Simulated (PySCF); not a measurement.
# Radial density of Se²⁺ (selenium, charge +2)

TPSS, [Ar] 3d10 4s2 4p2, high-spin 3P determinant. Computed with PySCF 2.14 in cc-pVDZ-PP with ECP10MDF (4s3p2d, 23 functions), with a scalar-relativistic core potential. This is the valence pseudo-density: the core potential removes the inner electrons and smooths the orbitals near the nucleus.

```json
{"r (bohr)": "0.000659", "4πr²ρ (e/bohr)": "2.952e-05", "4πr²(ρα − ρβ)": "0.0000"}
{"r (bohr)": "0.00111", "4πr²ρ (e/bohr)": "8.340e-05", "4πr²(ρα − ρβ)": "0.0000"}
{"r (bohr)": "0.00186", "4πr²ρ (e/bohr)": "0.0002349", "4πr²(ρα − ρβ)": "0.0000"}
{"r (bohr)": "0.00313", "4πr²ρ (e/bohr)": "0.0006565", "4πr²(ρα − ρβ)": "0.0000"}
{"r (bohr)": "0.00527", "4πr²ρ (e/bohr)": "0.001795", "4πr²(ρα − ρβ)": "0.0000"}
{"r (bohr)": "0.00887", "4πr²ρ (e/bohr)": "0.004627", "4πr²(ρα − ρβ)": "0.0000"}
{"r (bohr)": "0.0149", "4πr²ρ (e/bohr)": "0.01040", "4πr²(ρα − ρβ)": "0.0000"}
{"r (bohr)": "0.0251", "4πr²ρ (e/bohr)": "0.01888", "4πr²(ρα − ρβ)": "0.0000"}
{"r (bohr)": "0.0422", "4πr²ρ (e/bohr)": "0.03517", "4πr²(ρα − ρβ)": "0.0000"}
{"r (bohr)": "0.0710", "4πr²ρ (e/bohr)": "0.1449", "4πr²(ρα − ρβ)": "0.0002"}
{"r (bohr)": "0.119", "4πr²ρ (e/bohr)": "1.141", "4πr²(ρα − ρβ)": "0.0012"}
{"r (bohr)": "0.201", "4πr²ρ (e/bohr)": "6.690", "4πr²(ρα − ρβ)": "0.0228"}
{"r (bohr)": "0.338", "4πr²ρ (e/bohr)": "23.95", "4πr²(ρα − ρβ)": "0.1827"}
{"r (bohr)": "0.568", "4πr²ρ (e/bohr)": "29.80", "4πr²(ρα − ρβ)": "0.1170"}
{"r (bohr)": "0.955", "4πr²ρ (e/bohr)": "8.768", "4πr²(ρα − ρβ)": "0.2373"}
{"r (bohr)": "1.61", "4πr²ρ (e/bohr)": "3.186", "4πr²(ρα − ρβ)": "1.2481"}
{"r (bohr)": "2.70", "4πr²ρ (e/bohr)": "0.7899", "4πr²(ρα − ρβ)": "0.5070"}
{"r (bohr)": "4.55", "4πr²ρ (e/bohr)": "0.02823", "4πr²(ρα − ρβ)": "0.0233"}
{"r (bohr)": "7.65", "4πr²ρ (e/bohr)": "2.992e-05", "4πr²(ρα − ρβ)": "0.0000"}
```

Energies and moments cover only the electrons outside the core potential.
